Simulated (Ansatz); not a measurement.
C2H9AlOSi can be A, `[CH3][AlH][O]C[SiH3]`, or B, `C[C](O)([AlH2])[SiH3]`.

Gas-phase electronic energies from Ansatz, PBE0-D4/def2-TZVP geometries. CCSD(T)/CBS adds triple-zeta CCSD(T) − MP2 to the extrapolated MP2 energy (def2 sets, frozen cores). Functionals use def2-TZVPP. B3LYP here is the variant with VWN-RPA as its local correlation; programs differ in this. Each species was taken in one conformer, which may not be the lowest.

Which is lower in electronic energy at CCSD(T)/CBS, and by how much? (Best estimate.)

Computed: A, by 47.0 kcal/mol.

Give E(B) − E(A) in kcal/mol with MP2/def2-TZVPP, r2SCAN-D4, HF/def2-TZVPP, B3LYP-D4, B2PLYP, PBE-D4, CCSD(T)/def2-TZVPP. (An estimate is asked.)

Ansatz gave: MP2/def2-TZVPP 47.9, r2SCAN-D4 48.0, HF/def2-TZVPP 52.2, B3LYP-D4 48.2, B2PLYP 49.8, PBE-D4 44.5, CCSD(T)/def2-TZVPP 47.2. None reverses the order clearly.

Largest T1 diagnostic: 0.012.

In def2-TZVPP, CCSD(T) changes the Hartree–Fock value by −5.0 kcal/mol (the triples alone add −1.0 kcal/mol) and MP2 by −4.3 kcal/mol. From PBE to PBE0 (25 % exact exchange), in def2-TZVPP and without D4, E(B) − E(A) moves by +0.8 kcal/mol.
